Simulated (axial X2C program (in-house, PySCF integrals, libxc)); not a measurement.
**Levels of TiF by electron attachment to TiF⁺ (EOM-EA-CCSD)**

Calculated with an in-house all-electron X2C program for linear molecules (integrals from PySCF): two-component X2C with atomic mean-field Coulomb and Gaunt terms, Gaussian nuclei, basis Ti dyall-acv3z, F dyall-av3z with contracted cores.

R = 1.634 Å (0.920 times 1.776 Å, the PBE0 minimum at charge 0 for the lowest determinant).

Levels of TiF obtained by attaching an electron to TiF⁺:

```
  Ω  binding energy (eV)  above lowest (cm⁻¹)                attached spinor  one-particle weight
1/2                6.392                    0  70% Ti sσ, 14% Ti pσ, 7% F pσ                 0.97
3/2                4.426                15859           49% Ti pπ, 45% Ti dπ                 0.92
1/2                4.153                18055           48% Ti dσ, 35% Ti pσ                 0.85
1/2                4.115                18364           50% Ti pπ, 36% Ti dπ                 0.93
```

This point took 60 s on 1 thread of Intel(R) Xeon(R) Processor @ 2.30GHz (shared host).

Reference electrons by ω block (each with its −ω partner): 1/2: 11, 3/2: 3, 5/2: 1. 18 electrons of TiF⁺ correlated (inner shells frozen), 92 natural virtual spinors (a truncated set); levels can be off by some tenths of an eV. Roots sought by Ω: (1/2: 5, 3/2: 4, 5/2: 2, 7/2: 1); rows need 60 % one-particle weight and stop where some Ω has no more roots. Missing are any skipped roots, higher Ω and states of a further excitation; these come out far too high here and may in truth be low or lowest. T1 of the reference 0.019 (Lee–Taylor). The reference was not checked to be the lowest state of its species. Number of frozen shells: Ti 2 s, 1 p; F 1 s.
